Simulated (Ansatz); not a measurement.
Molecule: bromo(trimethyl)silane, C$_{3}$H$_{9}$BrSi (charge 0, singlet). SMILES: C[Si](C)(C)Br
Structure (B3LYP-D3(BJ)/def2-TZVP (Ansatz, a first-principles code) minimum search):
```xyz
14

C      0.5234     1.5962     1.5092
Si     0.3067    -0.1027     0.7668
C     -0.9304    -1.1189     1.7269
C      1.9397    -0.9908     0.5961
Br    -0.5281     0.1769    -1.3203
H     -0.4295     2.1248     1.5620
H      0.9262     1.5165     2.5226
H      1.2126     2.1980     0.9150
H     -1.8950    -0.6121     1.7814
H     -1.0847    -2.0923     1.2589
H     -0.5729    -1.2832     2.7471
H      2.3867    -1.1512     1.5811
H      1.8085    -1.9632     0.1191
H      2.6403    -0.4098    -0.0055
```
Charge 0, spin multiplicity 1.

Wanted: vertical ionisation energy (to the doublet state of charge +1; each state is the SCF solution reached for its spin; the molecule has degenerate orbitals, so one determinant may break the symmetry), in eV. Correlated levels leave the core frozen unless marked. Open shells are spin-unrestricted. No spin-orbit coupling. The frozen core is the preceding noble-gas configuration, with the filled d and f shells of earlier blocks. No relativistic terms. CBS marks a two-point X^-3 extrapolation of the correlation energy; Hartree-Fock from the larger set. The bracket is a focal-point correction in the basis named.

```json
[
 {"level": "HF/def2-TZVPPD", "program": "Ansatz", "vertical ionisation energy (eV)": "9.41", "minus last row": "-0.98"},
 {"level": "BHLYP/def2-TZVPD", "program": "Ansatz", "vertical ionisation energy (eV)": "10.13", "minus last row": "-0.26"},
 {"level": "wB97X-V/def2-TZVPD", "program": "Ansatz", "vertical ionisation energy (eV)": "10.25", "minus last row": "-0.14"},
 {"level": "B2PLYP/def2-TZVPD", "program": "Ansatz", "vertical ionisation energy (eV)": "10.09", "minus last row": "-0.30"},
 {"level": "SCS-MP2/def2-TZVPPD", "program": "Ansatz", "vertical ionisation energy (eV)": "10.33", "minus last row": "-0.06"},
 {"level": "CCSD(T)/def2-TZVPPD", "program": "Ansatz", "vertical ionisation energy (eV)": "10.23", "minus last row": "-0.16"},
 {"level": "RI-MP2/CBS(def2-TZVPPD,def2-QZVPPD)+[CCSD(T)-MP2]/def2-TZVPPD", "program": "Ansatz", "vertical ionisation energy (eV)": "10.39", "minus last row": "0.00"}
]
```
